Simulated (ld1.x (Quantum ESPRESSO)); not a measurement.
# Os (Z = 76): one change to an ultrasoft potential, before and after

ld1.x (Quantum ESPRESSO) 7.5 input, shortened:

```
&input
   title='Os', zed=76., rel=1, dft='PBE', iswitch=3,
   config='[Xe] 4f14 5d6 6s1 6p0'
 /
 &inputp
   pseudotype=3, tm=.true., lloc=-1, rcloc=1.80,
   nlcc=.true., rcore=1.20
 /
6
6S  1  0   1.00   0.00  2.05  2.25  0.0
6S  1  0   0.00   1.30  2.05  2.25  0.0
6P  2  1   0.00   0.00  2.45  3.10  0.0
6P  2  1   0.00   2.50  2.45  3.10  0.0
5D  3  2   6.00   0.00  1.30  1.80  0.0
5D  3  2   0.00   1.50  1.30  1.80  0.0
 &test
   configts(1)='5d6 6s1 6p0'
 /
```

Change: core correction a·sin(br)/r model core inside 2.08 bohr.

Cutoffs: the cutoffs (Ry, on a coarse ladder) from which the occupation-weighted sum of valence levels, in a spherical-Bessel basis at the reference potential, stays within 10 and 1 mRy of its value at 400 Ry; they do not see the model core or the augmentation charge, which bear on the density cutoff. Errors are all-electron minus pseudo energies relative to the spin-unpolarised reference configuration.

Problem. Predict the effect on cutoff, ghosts and configuration errors.

Solution. The potential gets neither clearly harder nor softer (30 Ry and 50 Ry → 30 Ry and 50 Ry); both files keep a bound ghost (s); of the 7 tests that both files solve, the error grows in 1 and shrinks in 5 by more than 15 % and 0.3 meV (median size 3.7 → 3.0 meV). A wider model core is smoother and lowers the density cutoff, which this test does not measure.

```tsv
quantity	base	changed
cutoff, loose	30 Ry	30 Ry
cutoff, tight	50 Ry	50 Ry
bound ghosts	s	s
error for 5d6 6s2 6p0, meV [ΔE -9.58 eV]	-3.7	-0.2
error for 5d6 6s0 6p0, meV [ΔE 16.91 eV]	-17	-11
error for 5d5 6s0 6p0, meV [ΔE 45.76 eV]	-97	-81
error for 5d6 6s1.5 6p0, meV [ΔE -5.66 eV]	0.0	+1.0
error for 5d5 6s2 6p1, meV [ΔE -3.47 eV]	-99	-68
error for 5d6 6s1 6p1, meV [ΔE -4.52 eV]	-0.9	-0.4
error for 5d6.5 6s1.5 6p0, meV [ΔE -9.52 eV]	-3.3	-3.0
s: phases at 3.36 bohr within 0.05 rad from the reference energy up to (Ry; the scan ends near 5)	to the end of the scan	to the end of the scan
p: phases at 3.36 bohr within 0.05 rad from the reference energy up to (Ry; the scan ends near 5)	1.4	1.4
d: phases at 3.36 bohr within 0.05 rad from the reference energy up to (Ry; the scan ends near 5)	to the end of the scan	to the end of the scan
lowest overlap eigenvalue by channel	s 0.24, p 0.71, d 0.64	s 0.24, p 0.71, d 0.64
```

 A true bound ghost makes a file unfit for plane-wave use even where its test errors are small: the radial tests pick states by their node count and pass the ghost by.
